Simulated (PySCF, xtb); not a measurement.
B(OH)2(OSiH3) (BH5O3Si), SMILES OB(O)O[SiH3]. The values are those of a single conformer.

Harmonic wavenumbers (cm⁻¹) from GFN2-xTB run with xtb at its own minimum, in rising order: 23, 81, 92, 361, 409, 433, 482, 574, 601, 638, 682, 754, 785, 817, 908, 933, 1051, 1227, 1395, 2231, 2245, 2266, 3636, 3645.

Task: What does PBE-D3(BJ)/def2-SVP (PySCF) give at its own minimum? (An estimate is asked for; the answer gives what the named calculation found.)

Result: 76, 100, 109, 334, 389, 469, 481, 638, 686, 700, 741, 905, 914, 915, 931, 970, 1030, 1387, 1438, 2167, 2172, 2193, 3776, 3789. Paired by order, the mean absolute difference is 67 cm⁻¹ and the zero-point energies are 37.6 and 39.0 kcal/mol.
